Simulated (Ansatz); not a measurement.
Consider the ligand exchange at a Ga–C bond: `N=[CH][Ga]([F])[F]` + H₂Se → `[F][Ga]([F])[SeH]` + `C=N`.

Computed with Ansatz on PBE0-D4/def2-TZVP structures; ΔE is electronic, products minus reactants. CCSD(T)/CBS is the MP2 limit (def2-TZVPP, def2-QZVPP) plus CCSD(T) − MP2 in def2-TZVPP, frozen cores. This one scheme is used for every species. Functionals use def2-TZVPP. B3LYP here is the variant with VWN-RPA as its local correlation; programs differ in this. For Ga, Se outer-core shells are correlated without core-valence functions, which leaves a few kJ/mol of doubt a bond. Scalar relativity is left out up to krypton. One conformer a species, not always the lowest.

CCSD(T)/CBS gives -113.7 kJ/mol.

**Question.** Another level gave -101.7 kJ/mol. Which?
A. B3LYP-D4/def2-TZVPP
B. BLYP/def2-TZVPP
C. BHLYP-D4/def2-TZVPP
D. CCSD/def2-TZVPP

**Answer.** B. BLYP -101.7, B3LYP-D4 -108.3, CCSD/def2-TZVPP -113.4, BHLYP-D4 -118.4 kJ/mol.

Largest T1 diagnostic among the species: 0.015.

From BLYP to BHLYP (50 % exact exchange), in def2-TZVPP and without D4, ΔE moves by −15.5 kJ/mol. Leaving LDA and LC-ωPBE aside and taking each functional with its dispersion term where it has one, the values, not all of them listed here, spread over 17.8 kJ/mol, from BHLYP-D4 to BLYP-D4. LDA lies +4.9 kJ/mol from PBE without D4.

CCSD(T)/CBS has its own doubt, a few kJ/mol and more with outer-core shells, so smaller differences from it don't rank the levels.
